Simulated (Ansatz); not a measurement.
The cluster Ga₃As₄⁻, relaxed as a singlet with RKS PBE0-D4/def2-SVP in Ansatz, starting from the GFN1-xTB geometry. Force threshold 0.03 eV/Å.

At PBE0-D4/def2-SVP a triplet of charge -1 lies 0.05 eV below the restricted singlet, each at its own geometry. The structure comes from a short search, and lower isomers may exist.

Start:

```csv
atom,x (Å),y (Å),z (Å)
Ga1,-0.965,2.443,-0.816
Ga2,-1.451,-1.828,0.503
Ga3,1.594,-0.809,1.179
As4,-0.907,0.636,1.104
As5,0.566,-2.193,-0.961
As6,-0.095,0.099,-1.237
As7,1.258,1.652,0.227
```

```tsv
step	energy (eV)	largest force component (eV/Å)	SCF passes
1	-400406.1432	1.091	20
2	-400406.3526	0.245	24
3	-400406.3697	0.083	23
4	-400406.3730	0.040	25
5	-400406.3739	0.066	23
6	-400406.3752	0.022	25
```

Force components are those of the run's own axes.

End:

Cartesian coordinates in Å:
```
Ga -1.0523 2.5999 -0.8319
Ga -1.4754 -1.9473 0.5092
Ga 1.6547 -0.9261 1.2186
As -0.8864 0.7318 1.0887
As 0.5777 -2.2056 -0.9201
As -0.0479 0.1050 -1.2669
As 1.2295 1.6422 0.2023
```

By distances, no bond broke or formed. The bond that changes most is Ga2–As4, from 2.59 to 2.80 Å (atoms count from 1).

No frequencies were taken in this run, so the end may be a saddle point.

Run time 2.4 min (4 threads of Intel Xeon on a shared host), peak host memory 1.2 GiB.
